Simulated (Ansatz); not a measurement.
`[SiH3][SnH2][SH]`. The species carries charge 0 and has multiplicity 1. Sn takes the def2 core potential.

Cartesian coordinates in Å:
```
Si 1.439 -0.253 0.919
Sn -0.510 -0.209 -0.740
S -2.059 1.425 0.132
H 2.050 1.097 1.004
H 2.462 -1.228 0.458
H 0.942 -0.660 2.258
H -1.327 -1.706 -0.862
H -0.045 0.280 -2.312
H -2.952 1.253 -0.856
```

(1) List the harmonic frequencies (cm⁻¹, unscaled) at PBE0-D4/def2-TZVP in Ansatz. (Estimate.)

(2) Is this a minimum?

(3) Give the ideal-gas thermochemistry at 298.15 K and 1 bar (rigid rotor, harmonic oscillator; point group Cs, symmetry number 1).

## Answers

(1) Computed: 47, 80, 88, 301, 309, 349, 460, 473, 556, 590, 697, 720, 857, 936, 938, 1924, 1925, 2222, 2238, 2243, 2713.

(2) Yes, all 21 modes are real.

(3) Zero-point energy 123.6 kJ/mol; H(298) − E = 146.1 kJ/mol; entropy 373.2 J/(mol·K), of which translation 174.0, rotation 115.8, vibration 83.5; G(298) − E = 34.8 kJ/mol. Modes under 100 cm⁻¹ are hindered rotations or soft bends, so the harmonic entropy is rough.
